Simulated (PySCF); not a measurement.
## Exercise with solution: oscillator strength and radiative lifetime

heptafluorocyclopentane (C5H3F7), SMILES FC1(F)C(C(F)(CC1F)F)(F)F.

Coordinates come from a PBE0-D3(BJ)/def2-SVP optimisation. Other conformers were not sampled.

TDDFT-LC-ωPBE/def2-SVP (PySCF 2.14.0) puts the first singlet state with f over 0.02 at 11.23 eV (vertical), with the transition dipole (-0.009, -0.376, -0.009) in atomic units.

Task: Find the oscillator strength, the wavelength and the radiative lifetime that this transition would have in vacuum if emission retraced absorption.

Result: 
|μ|² = 0.1415 au, so |μ| = 0.96 D. ΔE = 11.23/27.211 = 0.4127 hartree. f = (2/3) ΔE |μ|² = 0.039 (the program prints 0.039).
λ = 1239.84/11.23 = 110 nm; ν = 90576 cm⁻¹.
Einstein's coefficient A = 0.6670 ν² f s⁻¹ (ν in cm⁻¹) = 2.1e8 s⁻¹, so τ = 1/A = 4.7 ns. This state is S6; the lower singlets have f = 0.005, 0.002, 0.011, 0.002, 0.003. The figure is the radiative limit of this one transition; relaxation, internal conversion, crossing to triplets and a medium change what is measured.
